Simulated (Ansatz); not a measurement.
**Energy profile**

The step: AlSiH₂ClF₂ ([F][Al]([F])([SiH2])[Cl]) + H₂ → AlSiH₄ClF₂ ([F][Al]([F])([SiH3])[ClH]); bonds formed: Cl2–H5, Si6–H7; bonds broken: H5–Si6, H5–H7; bonds weakened to dative contacts: Al1–Cl2 (atoms numbered as in the saddle structure below).

Al1  (-0.401, -1.389, 0.049)
Cl2  (-1.132, -0.346, -1.838)
F3  (0.689, -2.553, -0.370)
F4  (-1.704, -1.814, 0.966)
H5  (-0.332, 0.874, -1.072)
Si6  (0.630, 0.773, 0.699)
H7  (0.138, 1.603, -0.629)
H8  (2.068, 1.112, 0.527)
H9  (0.045, 1.739, 1.667)
(Å)

Electronic energies by CCSD(T) at an estimated basis limit (MP2 extrapolated from triple and quadruple zeta, plus CCSD(T) − MP2 in triple zeta), on PBE0-D4/def2-TZVP structures; AlSiH₄ClF₂, singlet; no counterpoise correction. Ansatz 0.2.0; basis: def2-TZVPP and def2-QZVPP; cores frozen in the correlated methods. Extrapolation: Hartree–Fock as exp(−7.88 √X), correlation as X^−2.97.

Give the profile in kcal/mol, counted from the separated reactants. (To be estimated.)

Computed:
```csv
point,kcal/mol
"separated: AlClF₂ (linked as [F][Al]([F])[Cl]; Al1, Cl2, F3, F4; singlet) + SiH₄ (H5, Si6, H7, H8, H9; singlet)",0.00
start structure,-24.10
saddle,-16.76
end structure,-26.57
"separated: AlSiH₃F₂ (linked as [F][Al]([F])[SiH3]; Al1, F3, F4, Si6, H7, H8, H9; singlet) + HCl (Cl2, H5; singlet)",-19.82
```
The saddle lies below the separated reactants: the barrier is submerged.

T1 diagnostic: at most 0.016. The end structure is not quite a true minimum (one mode of 42i cm⁻¹).

For scale, one of the runs: CCSD(T)/def2-TZVPP, 244 basis functions, launched by `ansatz run in.yaml --threads 4 --pin off --events-out ev --progress --plain --max-ram 9574MiB`. The run took 32 s on 4 CPU threads of an Intel Xeon 6975P-C (shared host), with 5 GiB of host memory at its peak.
